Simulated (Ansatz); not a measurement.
This geometry of CH3GeO (6 atoms, charge 1, multiplicity 1) is a first-order saddle point.

Level of theory: Ansatz 0.2.0, RKS BLYP-D4/def2-SVP.

```xyz
6
Properties=species:S:1:pos:R:3
O -0.513 -1.495 1.198
C -0.442 -1.110 0.078
Ge 0.350 0.898 -0.156
H -0.728 -1.647 -0.863
H 0.602 1.756 -1.443
H 0.731 1.598 1.186
```

(1) Which two structures does it join? (They come from a converged band through this point; their orientation in space is the band's.)

(2) How far does it lie above each of them?

## Answers

(1) No bond is made or broken. The dihedral O1–C2–Ge3–H6 goes from -74 to 74°. The two ends are copies of one structure, up to a mirror image or an exchange of like atoms.

First end point:

```xyz
6
Properties=species:S:1:pos:R:3
O 0.532 -1.235 0.531
C -0.482 -0.961 -0.090
Ge 0.076 0.941 -0.135
H -1.293 -1.660 -0.413
H 1.236 1.239 -1.108
H -0.069 1.677 1.215
```

Last end point:

```xyz
6
Properties=species:S:1:pos:R:3
O -1.232 -0.449 -0.612
C -0.346 -1.023 -0.001
Ge 0.610 0.703 0.209
H -0.284 -2.113 0.244
H 1.282 1.223 -1.080
H -0.030 1.658 1.239
```

(2) 0.246 eV above the first and 0.246 eV above the second. This is the barrier of this one path; another mechanism may lie lower. Limits of this set-up: the dipole of an ion depends on the origin.

The run took 5.9 min on 1 thread of Arm Neoverse V2, with other jobs on the host, peak memory 0.16 GiB.
